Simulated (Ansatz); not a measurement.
Mulliken charges of ClFGeH$_{2}$N (`[NH2][Ge]([F])[Cl]`) radical from r2SCAN/def2-TZVPP in Ansatz (PBE0-D4/def2-TZVP geometry).

```json
{"atom": "N1", "x (Å)": "0.006", "y (Å)": "0.949", "z (Å)": "-0.166", "charge (e)": "-0.351"}
{"atom": "Ge2", "x (Å)": "-0.245", "y (Å)": "-0.766", "z (Å)": "0.429", "charge (e)": "0.689"}
{"atom": "F3", "x (Å)": "1.318", "y (Å)": "-1.197", "z (Å)": "1.061", "charge (e)": "-0.359"}
{"atom": "Cl4", "x (Å)": "-0.624", "y (Å)": "-2.000", "z (Å)": "-1.304", "charge (e)": "-0.297"}
{"atom": "H5", "x (Å)": "0.392", "y (Å)": "1.575", "z (Å)": "0.531", "charge (e)": "0.160"}
{"atom": "H6", "x (Å)": "-0.805", "y (Å)": "1.375", "z (Å)": "-0.597", "charge (e)": "0.157"}
```

Question: By hand: the dipole of these point charges (1 e Å = 4.8032 D).

Answer: Σ q r = (-0.522, 0.631, 0.351) e Å, of length 0.891 e Å = 4.28 D.

Question: How does the dipole of the full density compare? (Best estimate.)

Answer: The calculation gave: (-0.372, 0.595, 0.171) e Å, 3.47 D; the point charges give 1.23 times that, at 12° from its direction.

Point charges leave out the atoms' own dipoles, such as those of lone pairs, and Mulliken's split depends on the basis, so the two needn't agree.
